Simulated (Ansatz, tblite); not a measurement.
Removing and adding an electron: Mg4Se5 (the lowest singlet isomer of a short search). Charge 0, multiplicity 1. Geometry: PBE-D4/def2-SVP. Ansatz, gas phase; energy differences of separate SCF runs; the oxidised species was run as a doublet alone; the reduced species was run as a doublet alone.

```xyz
9

Mg   -0.779   -1.524   -0.336
Mg    0.784   -0.001    1.502
Mg    2.027    0.295   -1.425
Mg   -0.085    1.678   -2.646
Se   -2.975   -0.690    0.583
Se   -1.375   -1.391    2.304
Se    1.721   -1.890   -0.214
Se   -0.903    1.327   -0.058
Se    1.585    2.195    0.291
```

The xTB rows come from tblite. HOMO above LUMO, or a gap near zero within one spin, warns that the state may not be the lowest or that an electron is smeared out. The structure comes from a short search, and lower isomers may exist.

```
           level  −HOMO (eV)  vertical IE (eV)  −LUMO (eV)  vertical EA (eV)  HOMO–LUMO gap (eV)  IE − EA (eV)                                  remarks
        GFN1-xTB        8.90             11.31        7.83              5.43                1.07          5.89                                        –
PBE0-D4/def2-SVP        5.56              6.94        2.64              1.53                2.92          5.40  restricted SCF unstable in HF (singlet)
```

Question: Estimate the rows for GFN2-xTB, PBE-D4/def2-SVP.

Answer: 
```
          level  −HOMO (eV)  vertical IE (eV)  −LUMO (eV)  vertical EA (eV)  HOMO–LUMO gap (eV)  IE − EA (eV)                                                                   remarks
       GFN2-xTB        9.70             11.52        8.31              6.47                1.39          5.05                                                                         –
PBE-D4/def2-SVP        4.81              6.74        3.16              1.54                1.65          5.19  HOMO above zero (-1 doublet), gap within one spin near zero (+1 doublet)
```

   A HOMO above zero means that the electron is unbound at that level or that self-interaction error raises the level; the energy of removing that electron tells which. Raw xTB energy differences between charge states are shifted by several eV; the methods need an empirical correction for them. Sets without diffuse functions give affinities that are too small.
